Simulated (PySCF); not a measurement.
Zn(nPr)2, C6H14Zn (singlet state).
Structure used (PBE0-D3(BJ)/def2-SVP), in Å, numbered top down from 1:
```xyz
21
C6H14Zn angstrom
Zn     0.006   -0.017    0.005
C      0.026    0.019    1.964
C      0.946    1.071    2.587
C      0.936    1.061    4.110
H      0.306   -0.985    2.333
H     -1.010    0.178    2.319
H      0.663    2.079    2.235
H      1.984    0.922    2.237
H      1.263    0.084    4.502
H      1.600    1.832    4.534
H     -0.079    1.245    4.499
C     -0.018   -0.047   -1.954
C     -0.976   -1.059   -2.583
C     -0.965   -1.044   -4.106
H      1.011   -0.235   -2.314
H     -0.267    0.970   -2.311
H     -2.007   -0.874   -2.232
H     -0.732   -2.079   -2.234
H      0.040   -1.273   -4.496
H     -1.666   -1.781   -4.531
H     -1.247   -0.051   -4.492
```

Computed with PBE0-D3(BJ)/def2-SVP geometry optimisation, gas phase in PySCF 2.14.0.

Which atoms are bound to Zn1, and at what distances?

2 atoms: C2 1.959 Å, C12 1.959 Å. The nearest atom not counted as bound is H16, at 2.53 Å (others tie with it).

What is the shape at Zn1?

Linear: angle 179.8°.

What are the other bond lengths?

C2–C3, C12–C13 1.530 Å; C2–H5 and 3 like bonds 1.107 Å; C3–C4, C13–C14 1.523 Å; C3–H7 and 3 like bonds 1.105 Å; C4–H9 and 5 like bonds 1.102 Å.

Give some angles away from the centre.

Zn1–C2–C3 115.3°, C2–C3–C4 113.5°.

Point group: near C2h, missed by 0.09 Å at most; the miss may be what the optimiser left on a soft mode (C2 holds within 0.08 Å). Charge 0, singlet. PBE0-D3(BJ)/def2-SVP frequencies: not computed here.
